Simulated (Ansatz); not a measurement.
Total energies of C5H10O3, SMILES `OCC1OCCCO1`.

```xyz
18

O    -0.6508   -1.5787    2.2479
C    -0.2613   -0.2994    1.8161
C     0.8324   -0.4103    0.7608
O     1.2887    0.8301    0.3108
C     0.3966    1.5096   -0.5554
C     0.0105    0.6200   -1.7189
C    -0.5171   -0.6887   -1.1695
O     0.4287   -1.2678   -0.2846
H    -0.6606   -2.1413    1.4652
H     0.1407    0.2407    2.6757
H    -1.1214    0.2707    1.4407
H     1.6983   -0.9058    1.2058
H     0.9288    2.4023   -0.8865
H    -0.4999    1.8391   -0.0126
H     0.8897    0.4264   -2.3395
H    -0.7469    1.1076   -2.3390
H    -0.6780   -1.4265   -1.9566
H    -1.4783   -0.5280   -0.6604
```

The species carries charge 0 and has multiplicity 1. All single points use the PBE0-D4/def2-TZVP geometry. It is a higher conformer; a search finds a lower one. Basis def2-TZVPP, the Gaussian-basis code of Ansatz.

RPA on PBE orbitals: Hartree–Fock energy of these orbitals -419.80488 Eh, correlation -2.46886 Eh (frozen core).

```json
{"functional": "LDA (SPW92)", "energy without D4 (Eh)": "-418.94483", "D4 term (kJ/mol)": "–"}
{"functional": "PBE", "energy without D4 (Eh)": "-421.86520", "D4 term (kJ/mol)": "-41.0"}
{"functional": "revPBE", "energy without D4 (Eh)": "-422.22692", "D4 term (kJ/mol)": "-139.8"}
{"functional": "BLYP", "energy without D4 (Eh)": "-422.22002", "D4 term (kJ/mol)": "-91.1"}
{"functional": "r2SCAN", "energy without D4 (Eh)": "-422.14021", "D4 term (kJ/mol)": "-11.0"}
{"functional": "B97M-V", "energy without D4 (Eh)": "-422.30539", "D4 term (kJ/mol)": "–"}
{"functional": "PBE0", "energy without D4 (Eh)": "-421.89452", "D4 term (kJ/mol)": "-34.5"}
{"functional": "B3LYP", "energy without D4 (Eh)": "-422.37245", "D4 term (kJ/mol)": "-64.8"}
{"functional": "r2SCANh", "energy without D4 (Eh)": "-422.11930", "D4 term (kJ/mol)": "-11.4"}
{"functional": "r2SCAN0", "energy without D4 (Eh)": "-422.08985", "D4 term (kJ/mol)": "-12.4"}
{"functional": "HSE06 (plane-wave form)", "energy without D4 (Eh)": "-421.87281", "D4 term (kJ/mol)": "-31.8"}
{"functional": "BHLYP", "energy without D4 (Eh)": "-422.13227", "D4 term (kJ/mol)": "-44.2"}
{"functional": "CAM-B3LYP", "energy without D4 (Eh)": "-422.19027", "D4 term (kJ/mol)": "-34.4"}
{"functional": "LC-ωPBE", "energy without D4 (Eh)": "-422.12142", "D4 term (kJ/mol)": "–"}
{"functional": "ωB97X-V", "energy without D4 (Eh)": "-422.24727", "D4 term (kJ/mol)": "–"}
{"functional": "ωB97M-V", "energy without D4 (Eh)": "-422.21048", "D4 term (kJ/mol)": "–"}
{"functional": "B2PLYP", "energy without D4 (Eh)": "-422.03981", "D4 term (kJ/mol)": "–"}
{"functional": "PBE-QIDH", "energy without D4 (Eh)": "-421.83838", "D4 term (kJ/mol)": "–"}
```

B3LYP takes the VWN-RPA correlation (the form of Gaussian; ORCA's B3LYP/G). HSE06 is the plane-wave form, built on full-range PBE exchange. The double hybrids freeze the cores in their second-order part.

LC-ωPBE has ω = 0.4 bohr⁻¹.
